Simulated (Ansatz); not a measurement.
Computed with PBE0-D4/def2-SVP in Ansatz (a quantum-chemistry and plane-wave program). No frequencies were computed at this level.

Ansatz 0.2 input:
```yaml
crystal:
  periodic: [false, false, false]
  atoms:
    - { symbol: B, position_ang: [-1.349152, 0.257712, 1.937297] }
    - { symbol: C, position_ang: [-0.054221, 0.016048, 1.084059] }
    - { symbol: C, position_ang: [0.610192, 1.207742, 0.377129] }
    - { symbol: C, position_ang: [1.822029, 0.558708, -0.298906] }
    - { symbol: C, position_ang: [1.296233, -0.833659, -0.70274] }
    - { symbol: C, position_ang: [-0.16715, -0.808997, -0.224811] }
    - { symbol: C, position_ang: [-0.758185, -2.167001, -0.058674] }
    - { symbol: O, position_ang: [-1.779211, -2.560148, -0.551129] }
    - { symbol: C, position_ang: [-0.951277, 0.153262, -1.12482] }
    - { symbol: C, position_ang: [-0.426719, 1.539451, -0.701342] }
    - { symbol: H, position_ang: [-1.479799, 1.25916, 2.525119] }
    - { symbol: H, position_ang: [-2.151319, -0.586831, 2.034164] }
    - { symbol: H, position_ang: [0.661057, -0.466596, 1.764597] }
    - { symbol: H, position_ang: [0.86407, 2.053897, 1.013686] }
    - { symbol: H, position_ang: [2.160061, 1.13364, -1.160323] }
    - { symbol: H, position_ang: [2.657125, 0.477239, 0.397985] }
    - { symbol: H, position_ang: [1.356838, -1.005846, -1.776737] }
    - { symbol: H, position_ang: [1.851572, -1.629923, -0.203877] }
    - { symbol: H, position_ang: [-0.152393, -2.827847, 0.597928] }
    - { symbol: H, position_ang: [-0.777927, -0.055786, -2.179832] }
    - { symbol: H, position_ang: [-2.019197, 0.050615, -0.932756] }
    - { symbol: H, position_ang: [0.015264, 2.086476, -1.533822] }
    - { symbol: H, position_ang: [-1.227893, 2.148683, -0.282196] }
basis:
  gaussian: { orbitals: def2-svp }
hamiltonian:
  xc: pbe0
  dispersion: d4
relax:
  max_steps: 150
```

Output:

```
Functional definition: PBE0
2368 factors; integrals over basis functions are off by at most 3.1e-4 eV
mean field evaluation 1: about -11198.3242 eV, gradient 6.6e1 eV
mean field evaluation 2: about -11189.9543 eV, gradient 9.2e1 eV
mean field evaluation 4: about -11208.8686 eV, gradient 5.9e0 eV
mean field evaluation 8: about -11209.0009 eV, gradient 5.1e-1 eV
mean field evaluation 16: about -11209.0014 eV, gradient 4.0e-5 eV
mean field -11209.00144042 eV, -411.9232052014 hartree, gradient 2.1e-5 eV, S^2 0.000000; 0 other end points of the search recorded, 0 dependent functions left out
reference -11209.00147189 eV, -411.9232063579 hartree; 37, 37 occupied and 168, 168 virtual orbitals, 2368 factors
relax step   1: F+E_penalty+E_count = -11209.60164938 eV  Δ(F+E_penalty+E_count) = +0.000e0 eV  max|allowed force component| = 1.071e0 eV/Å  Δτ_max = 0.0000 Å  (30 SCF iters, accepted)
these checks for a lower state are left out or cut short: starts, cluster_reference, orbital_swaps, neighbouring_geometries, increment
2368 factors; integrals over basis functions are off by at most 3.2e-4 eV
mean field -11209.08109662 eV, -411.9261325127 hartree, gradient 7.4e-6 eV, S^2 0.000000; 0 other end points of the search recorded, 0 dependent functions left out
reference -11209.08112830 eV, -411.9261336769 hartree; 37, 37 occupied and 168, 168 virtual orbitals, 2368 factors
relax step   2: F+E_penalty+E_count = -11209.67932906 eV  Δ(F+E_penalty+E_count) = -7.768e-2 eV  max|allowed force component| = 3.443e-1 eV/Å  Δτ_max = 0.0294 Å  (33 SCF iters, accepted)
these checks for a lower state are left out or cut short: starts, cluster_reference, orbital_swaps, neighbouring_geometries, increment
2368 factors; integrals over basis functions are off by at most 3.3e-4 eV
mean field evaluation 32: about -11209.0879 eV, gradient 8.3e-6 eV
mean field -11209.08791430 eV, -411.9263830579 hartree, gradient 8.2e-6 eV, S^2 0.000000; 0 other end points of the search recorded, 0 dependent functions left out
reference -11209.08794607 eV, -411.9263842253 hartree; 37, 37 occupied and 168, 168 virtual orbitals, 2368 factors
relax step   3: F+E_penalty+E_count = -11209.68484980 eV  Δ(F+E_penalty+E_count) = -5.521e-3 eV  max|allowed force component| = 2.382e-1 eV/Å  Δτ_max = 0.0473 Å  (33 SCF iters, accepted)
these checks for a lower state are left out or cut short: starts, cluster_reference, orbital_swaps, neighbouring_geometries, increment
2368 factors; integrals over basis functions are off by at most 3.3e-4 eV
mean field -11209.09126590 eV, -411.9265062270 hartree, gradient 2.6e-5 eV, S^2 0.000000; 0 other end points of the search recorded, 0 dependent functions left out
reference -11209.09129765 eV, -411.9265073938 hartree; 37, 37 occupied and 168, 168 virtual orbitals, 2368 factors
relax step   4: F+E_penalty+E_count = -11209.68797155 eV  Δ(F+E_penalty+E_count) = -3.122e-3 eV  max|allowed force component| = 2.033e-1 eV/Å  Δτ_max = 0.0319 Å  (32 SCF iters, accepted)
these checks for a lower state are left out or cut short: starts, cluster_reference, orbital_swaps, neighbouring_geometries, increment
2368 factors; integrals over basis functions are off by at most 3.3e-4 eV
mean field -11209.09336644 eV, -411.9265834204 hartree, gradient 6.8e-6 eV, S^2 0.000000; 0 other end points of the search recorded, 0 dependent functions left out
reference -11209.09339816 eV, -411.9265845861 hartree; 37, 37 occupied and 168, 168 virtual orbitals, 2368 factors
relax step   5: F+E_penalty+E_count = -11209.69025483 eV  Δ(F+E_penalty+E_count) = -2.283e-3 eV  max|allowed force component| = 3.846e-2 eV/Å  Δτ_max = 0.0116 Å  (34 SCF iters, accepted)
these checks for a lower state are left out or cut short: starts, cluster_reference, orbital_swaps, neighbouring_geometries, increment
2368 factors; integrals over basis functions are off by at most 3.3e-4 eV
mean field -11209.09381343 eV, -411.9265998470 hartree, gradient 2.3e-5 eV, S^2 0.000000; 0 other end points of the search recorded, 0 dependent functions left out
reference -11209.09384514 eV, -411.9266010122 hartree; 37, 37 occupied and 168, 168 virtual orbitals, 2368 factors
relax step   6: F+E_penalty+E_count = -11209.69064427 eV  Δ(F+E_penalty+E_count) = -3.894e-4 eV  max|allowed force component| = 3.633e-2 eV/Å  Δτ_max = 0.0092 Å  (25 SCF iters, accepted)
these checks for a lower state are left out or cut short: starts, cluster_reference, orbital_swaps, neighbouring_geometries, increment
2368 factors; integrals over basis functions are off by at most 3.3e-4 eV
mean field -11209.09488367 eV, -411.9266391776 hartree, gradient 6.9e-6 eV, S^2 0.000000; 0 other end points of the search recorded, 0 dependent functions left out
reference -11209.09491534 eV, -411.9266403413 hartree; 37, 37 occupied and 168, 168 virtual orbitals, 2368 factors
relax step   7: F+E_penalty+E_count = -11209.69136108 eV  Δ(F+E_penalty+E_count) = -7.168e-4 eV  max|allowed force component| = 2.721e-2 eV/Å  Δτ_max = 0.0349 Å  (33 SCF iters, accepted)
these checks for a lower state are left out or cut short: starts, cluster_reference, orbital_swaps, neighbouring_geometries, increment
2368 factors; integrals over basis functions are off by at most 3.3e-4 eV
mean field evaluation 64: about -11209.0952 eV, gradient 8.6e-4 eV
mean field -11209.09515073 eV, -411.9266489919 hartree, gradient 2.1e-5 eV, S^2 0.000000; 0 other end points of the search recorded, 0 dependent functions left out
reference -11209.09518239 eV, -411.9266501551 hartree; 37, 37 occupied and 168, 168 virtual orbitals, 2368 factors
relax step   8: F+E_penalty+E_count = -11209.69148310 eV  Δ(F+E_penalty+E_count) = -1.220e-4 eV  max|allowed force component| = 1.748e-2 eV/Å  Δτ_max = 0.0137 Å  (26 SCF iters, accepted)
these checks for a lower state are left out or cut short: starts, cluster_reference, orbital_swaps, neighbouring_geometries, increment
2368 factors; integrals over basis functions are off by at most 3.3e-4 eV
mean field -11209.09526681 eV, -411.9266532576 hartree, gradient 9.7e-6 eV, S^2 0.000000; 0 other end points of the search recorded, 0 dependent functions left out
reference -11209.09529846 eV, -411.9266544208 hartree; 37, 37 occupied and 168, 168 virtual orbitals, 2368 factors
relax step   9: F+E_penalty+E_count = -11209.69152821 eV  Δ(F+E_penalty+E_count) = -4.512e-5 eV  max|allowed force component| = 6.715e-3 eV/Å  Δτ_max = 0.0084 Å  (25 SCF iters, accepted)
2368 factors; integrals over basis functions are off by at most 3.3e-4 eV
mean field -11209.09526681 eV, -411.9266532576 hartree, gradient 9.7e-6 eV, S^2 0.000000; 1 other end points of the search recorded, 0 dependent functions left out
reference -11209.09529846 eV, -411.9266544208 hartree; 37, 37 occupied and 168, 168 virtual orbitals, 2368 factors
Total energy: -11209.69155986 eV, -411.9485666232 hartree
Atom 0 at    -1.320040     0.240993     1.970336 Å, force    -0.001509     0.000858    -0.002305 eV/Å
Atom 1 at    -0.073759     0.032922     1.060861 Å, force     0.002869    -0.003571     0.004161 eV/Å
Atom 2 at     0.604779     1.225008     0.362485 Å, force     0.000320     0.006715    -0.000022 eV/Å
Atom 3 at     1.825071     0.567395    -0.294224 Å, force    -0.000200    -0.001907     0.000867 eV/Å
Atom 4 at     1.301325    -0.834618    -0.699429 Å, force     0.000509     0.000424     0.001276 eV/Å
Atom 5 at    -0.170986    -0.807617    -0.243524 Å, force    -0.002050    -0.006052    -0.002464 eV/Å
Atom 6 at    -0.771633    -2.167260    -0.068318 Å, force    -0.000268     0.002924    -0.001525 eV/Å
Atom 7 at    -1.810260    -2.535290    -0.549066 Å, force    -0.000175    -0.000050     0.002513 eV/Å
Atom 8 at    -0.948436     0.148627    -1.155189 Å, force    -0.000453     0.000740    -0.000146 eV/Å
Atom 9 at    -0.427366     1.546028    -0.729723 Å, force    -0.000290    -0.001664     0.000772 eV/Å
Atom 10 at    -1.420721     1.243963     2.641623 Å, force     0.001135    -0.000803     0.001683 eV/Å
Atom 11 at    -2.151593    -0.628772     2.096572 Å, force    -0.002183     0.001208    -0.001856 eV/Å
Atom 12 at     0.621341    -0.450487     1.790942 Å, force     0.001797     0.001484    -0.002339 eV/Å
Atom 13 at     0.847239     2.077574     1.013047 Å, force     0.000204     0.000560     0.000220 eV/Å
Atom 14 at     2.192644     1.145276    -1.155853 Å, force    -0.000865     0.000637     0.000051 eV/Å
Atom 15 at     2.658405     0.488418     0.420720 Å, force     0.000441     0.000284    -0.000029 eV/Å
Atom 16 at     1.382441    -1.033078    -1.778755 Å, force    -0.000402    -0.000589     0.000150 eV/Å
Atom 17 at     1.852701    -1.635782    -0.179897 Å, force     0.000263    -0.000235     0.000438 eV/Å
Atom 18 at    -0.166009    -2.855934     0.582309 Å, force     0.000897    -0.000894    -0.001162 eV/Å
Atom 19 at    -0.772104    -0.076409    -2.217367 Å, force     0.000291    -0.000359    -0.000170 eV/Å
Atom 20 at    -2.029174     0.031983    -0.983463 Å, force    -0.000248    -0.000396    -0.000232 eV/Å
Atom 21 at     0.017237     2.110755    -1.563205 Å, force     0.000193     0.000169    -0.000016 eV/Å
Atom 22 at    -1.241105     2.166303    -0.320884 Å, force    -0.000277     0.000517     0.000135 eV/Å
Dipole moment:     0.548156     0.310629     0.104787 e Å
```

Cost: very roughly 5 core-minutes.
